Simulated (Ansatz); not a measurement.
The same carbene extrusion along the group O, S, Se.

Computed with Ansatz on PBE0-D4/def2-TZVP structures; ΔE is electronic, products minus reactants. CCSD(T)/CBS adds triple-zeta CCSD(T) − MP2 to the extrapolated MP2 energy (def2 sets, frozen cores). This one scheme is used for every species. DFT in def2-TZVPP. Triplets are unrestricted, without spin–orbit coupling. For Se outer-core shells are correlated without core-valence functions, which leaves a few kJ/mol of doubt a bond. Scalar relativity is left out up to krypton.

| reaction | CCSD(T)/CBS(def2) (kJ/mol) |
| --- | --- |
| `CO[SiH3]` → `[CH2]` (triplet) + `O[SiH3]` | 380 |
| `CS[SiH3]` → `[CH2]` (triplet) + `[SiH3]S` | 423 |
| `C[Se][SiH3]` → `[CH2]` (triplet) + `[SiH3][SeH]` | ? |

Problem. Fill in the missing values. (An estimate is asked.)

Solution. Computed: `C[Se][SiH3]` → `[CH2]` (triplet) + `[SiH3][SeH]`: +429.8 kJ/mol.

Largest T1 diagnostic: 0.011, for `[CH2]` (triplet).
